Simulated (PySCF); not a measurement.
## C₆ coefficients of unlike pairs at PBE0

Calculated with PySCF 2.14 from the dipole response of each species, C₆(A,B) = (3/π) ∫ α_A(iu) α_B(iu) du, in atomic units, from isotropic polarisabilities. For ions this is the dispersion term alone; charge-induced terms of lower order in 1/R come first.

| species | configuration | basis | relativity | α (bohr³) | C₆ (like pair) |
| --- | --- | --- | --- | --- | --- |
| In²⁺ | [Kr] 4d10 5s1 (2S) | aug-cc-pwCVTZ-DK3 with one added diffuse shell each of s, p, d, f type (11s10p8d5f1g) | spin-free X2C | 13.97 | 66.71 |
| Au | [Xe] 4f14 5d10 6s1 (2S) | aug-cc-pwCVDZ-PP with ECP60MDF (6s6p5d3f) | core potential | 35.29 | 295.2 |
| Mo⁺ | [Kr] 4d5 (6S) | x2c-TZVPPall with one added diffuse shell each of s, p, d, f type (9s7p7d3f1g) | spin-free X2C | 20.23 | 130.6 |
| P | [Ne] 3s2 3p3 (4S) | aug-cc-pVQZ-DK (7s6p4d3f2g) | spin-free X2C | 26.50 | 196.2 |

Question: Estimate C₆ for Au with In²⁺.

Answer: The integral gives 138.9. The combination rule 2 C_A C_B / (C_A α_B/α_A + C_B α_A/α_B) gives 138.0 and the geometric mean 140.3.

No spin-orbit coupling is included.

The other pairs:

```json
{"pair": "P, Au", "C₆": "237.7"}
{"pair": "P, Mo⁺", "C₆": "157.4"}
{"pair": "P, In²⁺", "C₆": "111.0"}
{"pair": "Mo⁺, Au", "C₆": "195.1"}
{"pair": "Mo⁺, In²⁺", "C₆": "93.05"}
```
